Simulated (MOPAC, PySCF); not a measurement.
F$_{3}$In, SMILES `[F][In]([F])[F]`, neutral singlet in the gas phase. 

Cartesian coordinates (Å):
SMILES: [F][In]([F])[F]
```xyz
4

F     -1.3989    -1.3326    -0.0049
In    -0.0002    -0.0002     0.0000
F     -0.4539     1.8775    -0.0143
F      1.8531    -0.5448     0.0192
```
Charge 0, multiplicity 1.

All levels are single points at this geometry (B3LYP-D3(BJ)/def2-TZVP); Pople sets use spherical d functions. Orbital energies aren't observables, and empty levels follow the basis.

```csv
level,HOMO (eV),LUMO (eV),gap (eV),dipole (D),"vertical IE, Delta-SCF (eV)"
B3LYP-D3(BJ)/def2-TZVP in PySCF,-10.88,-3.94,6.94,0.00,13.50
PBE-D3(BJ)/def2-TZVP in PySCF,-9.19,-4.47,4.72,0.00,–
B3LYP/6-311+G** (LANL2DZ on In) in PySCF,-11.17,-3.90,7.26,0.00,–
BP86/6-31G* (LANL2DZ on In) in PySCF,-8.42,-3.69,4.73,0.00,–
HF/6-31G* (LANL2DZ on In) in PySCF,-15.86,0.50,16.37,0.00,14.85
PM6 in MOPAC,-14.53,-1.57,12.96,0.00,–
```
